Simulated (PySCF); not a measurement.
Si(H)(NHSiH3)2(Me) (CH12N2Si3), SMILES C[SiH](N[SiH3])N[SiH3].

Geometry: r2SCAN-D4/def2-SVP. Other conformers were not sampled.

Calculation: SMD-M06-2X/6-31G* (PySCF).

Solvation free energies are E(SMD) − E(gas) at the gas-phase geometry, for 1 M in both phases. In vacuum the dipole moment is 1.03 D.

Task: Rank water, ethanol, toluene by solvation free energy, most negative first.

Result: ethanol (-3.4 kcal/mol), toluene (-1.8 kcal/mol), water (2.2 kcal/mol)
